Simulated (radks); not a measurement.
Task: Species: the titanium ion Ti4+. Configuration: [Ar]. Calculated with a radial shooting solver on a logarithmic mesh with Libxc functionals: Dirac Kohn-Sham, PBEsol, spin-unpolarised, spherical densities, finite nucleus; Fermi nuclear charge, rms radius 3.5921 fm. Some entries of the table are withheld. Estimate them.

| orbital | occ. | eigenvalue (hartree) | r(max) (bohr) |
|---|---|---|---|
| 1s1/2 | 2 | -180.6642 | 0.04559 |
| 2s1/2 | 2 | -21.74487 | 0.2692 |
| 2p1/2 | 2 | -18.48947 | (1) |
| 2p3/2 | 4 | -18.27794 | (2) |
| 3s1/2 | 2 | -4.17896 | 0.8581 |
| 3p1/2 | 2 | -3.29955 | (3) |
| 3p3/2 | 4 | -3.27250 | (4) |

Result: 
(1) 2p1/2 r(max) (bohr): 0.2182
(2) 2p3/2 r(max) (bohr): 0.2204
(3) 3p1/2 r(max) (bohr): 0.8779
(4) 3p3/2 r(max) (bohr): 0.8838
